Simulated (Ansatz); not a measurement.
Ideal-gas functions of germanium tetrachloride at 400 K and 1 bar, from an Ansatz frequency run at PBE0-D4/def2-TZVP.

Molar mass 214.42 g/mol, point group Td (symmetry number 12), electronic degeneracy 1, moments of inertia 423.314, 423.319, 423.326 u Å². Harmonic wavenumbers (cm⁻¹, unscaled): 123, 123, 169, 169, 169, 398, 464, 464, 464.

Use S(trans) = R[1.5 ln M + 2.5 ln T − 1.1517]; rotational temperatures θ = 24.2544 K / I; S(rot) = R[ln(√π/σ · √(T³/θAθBθC)) + 1.5]; for each mode x = 1.438777 ν̃/T, S = R[x/(eˣ − 1) − ln(1 − e⁻ˣ)] and H = RT x/(eˣ − 1); 1 cm⁻¹ = 0.0119627 kJ/mol; R = 8.31446 J/(mol·K).

Q: By hand: the entropy, in J/(mol·K).

A: Translation 181.9. Rotation: θ = 0.0573, 0.0573, 0.0573 K, giving 107.0. Vibration, mode by mode: 15.16, 15.16, 12.58, 12.58, 12.58, 6.01, 4.96, 4.96, 4.96, in all 88.9. Electronic 0.0. Sum 377.8 J/(mol·K).

Q: By hand: H − E and G − E in kJ/mol, counted from the electronic energy.

A: Zero-point energy ½ × 2543 × 0.0119627 = 15.2; thermal vibration 17.9; translation, rotation and pV give 4 RT = 13.3. H − E = 46.4 kJ/mol, and G − E = 46.4 − 400 × 377.8/1000 = -104.7 kJ/mol.

Vibration gives 24 % of the entropy, 30.3 J/(mol·K) of it from the modes under 150 cm⁻¹: soft modes count most, and the harmonic formula is weakest for them.
